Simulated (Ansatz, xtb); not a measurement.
**Isomers of BH7NOP in order of energy**

5 gas-phase structures of BH7NOP, found in a search over its isomers (lower ones may exist). Each was relaxed with GFN2-xTB; where two conformers were screened, the lower at r2SCAN-D4/def2-SVP is listed:

A. `[BH3-][NH2+]PO`, a singlet
B. `N[PH2+][BH2-]O`, a singlet
C. `[NH3+][BH2-]OP`, a singlet
D. `[NH3+][BH2-]PO`, a singlet
E. `[BH3-][P@H+](N)O`, a singlet

Task: Estimate their order in r2SCAN-D4/def2-SVP energy at these geometries, lowest first.

Result: Calculated order at r2SCAN-D4/def2-SVP: C (0.0), D (8.2), E (15.8), B (15.8), A (20.8) kcal/mol. Less than 1 kcal/mol parts E and B, so the order within that pair means little.

Energies above the lowest of each column, in kcal/mol; the last columns are at B3LYP-D3(BJ)/def2-SVP geometries and were run for some of them only (a dash: not run or not comparable):

```
structure  GFN2-xTB  HF/STO-3G  r2SCAN-D4/def2-SVP  B3LYP-D3(BJ)/def2-SVP  CCSD(T)/def2-SVP + ΔMP2/def2-TZVPP
        C       0.0        0.0                 0.0                    0.0                                 0.0
        D      20.4        9.4                 8.2                   12.2                                12.3
        E       5.2       33.4                15.8                   16.1                                   –
        B      15.4       19.1                15.8                   13.7                                   –
        A      11.2       11.6                20.8                      –                                   –
```

Every level run on C puts it lowest or level with the lowest. Some further structures that were screened fall inside this span and aren't listed. Flexible structures stand in one conformer each, not always the lowest. Frequencies (B3LYP-D3(BJ)/def2-SVP) were run for C, D alone. ΔMP2 is the change of the MP2 energy from the smaller to the larger basis.

Over these structures GFN2-xTB departs from r2SCAN-D4/def2-SVP by 6.7 kcal/mol on average once a common shift is removed. A GFN2-xTB relaxation took about 0.09 s and the r2SCAN-D4/def2-SVP energy about 1.4 s on a shared host (Ansatz 0.2.0, xtb 6.7.1).
